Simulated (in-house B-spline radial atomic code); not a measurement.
Yb⁺. Computed with a B-spline radial atomic code. Model: all-electron spherical atom, spin shells full or empty, radial basis limit, no spin-orbit coupling, Breit or QED, empty-state partial waves extrapolated as (l+1/2)^-4, RPA, G0W0 and static COHSEX of the highest shell as one setting changes (uncorrelated shells keep exact exchange).

In a row where one electron alone is correlated, RPA and GW hold only self-correlation.

Without the two-electron picture change, core correlation of heavy ions comes too large.

Given: element Yb; charge 1; filled core Xe; hamiltonian one-electron scalar X2C; mean-field start HSE06; highest l of empty states 9; nuclear rms radius 5.3108 fm; highest mean-field shell 6s up.

Shell: 4f 7 7, 6s 1 0 (electrons up and down).

```
lowest nl shells left uncorrelated  RPA correlation energy (hartree)  G0W0 level (eV)  G0W0 minus most complete (meV)  COHSEX level (eV)
                                 0                           -6.3687          -12.576                               0            -13.949
                                 1                                 ?                ?                               ?                  ?
                                 2                           -5.9506          -12.576                            -0.3             -13.95
                                 3                           -5.3555          -12.575                             0.1            -13.949
                                 4                           -5.1618          -12.577                            -1.7            -13.953
                                 5                                 ?                ?                               ?                  ?
                                 6                           -3.6049          -12.571                             4.2            -13.943
                                 7                           -3.4171          -12.583                              -7            -13.971
                                 8                           -2.8522          -12.584                            -8.3            -13.982
                                 9                           -1.8711          -12.567                             8.7            -13.959
                                10                           -1.6844          -12.587                           -11.1            -14.002
                                11                           -1.0861          -12.326                           249.6            -13.728
                                12                         -0.016942          -11.935                           640.3            -12.958
```

(1) What follows for lowest nl shells left uncorrelated = 1?

(2) What follows for lowest nl shells left uncorrelated = 5?

Answers

(1) RPA correlation energy -6.1568 hartree; G0W0 level -12.575 eV; G0W0 minus most complete 0 meV; COHSEX level -13.949 eV.

(2) RPA correlation energy -4.5707 hartree; G0W0 level -12.576 eV; G0W0 minus most complete -0.9 meV; COHSEX level -13.952 eV.
